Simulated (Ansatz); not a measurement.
Species: sum formula H$_{2}$BOF$_{2}$, charge 1, multiplicity 1. It need not be the lowest isomer of its formula. SMILES: [OH2+]B(F)F
Geometry from a B3LYP-D3(BJ)/def2-TZVP (Ansatz, an electronic-structure program) optimisation:
```
B
F 1 1.2820
F 1 1.2820 2 131.38
O 1 1.4719 2 114.31 3 -180.00
H 4 0.9780 1 122.59 2 0.00
H 4 0.9780 5 114.82 1 180.00
```
Charge +1, spin multiplicity 1.

Parts of the frozen-core correlation energy in cc-pVTZ (Ansatz, hartree). Frozen orbitals: 4; correlated occupied orbitals by spin: 12 and 12; virtual: 132 and 132. Spin-orbit coupling is left out. No relativistic terms.

```
term                            value
-------------------------  ----------
reference (HF)             -299.58105
MP2 opposite-spin            -0.61360
MP2 same-spin                -0.21544
CCSD correlation             -0.83476
(T)                          -0.02534
T1 diagnostic                   0.012
largest doubles amplitude       0.024
```
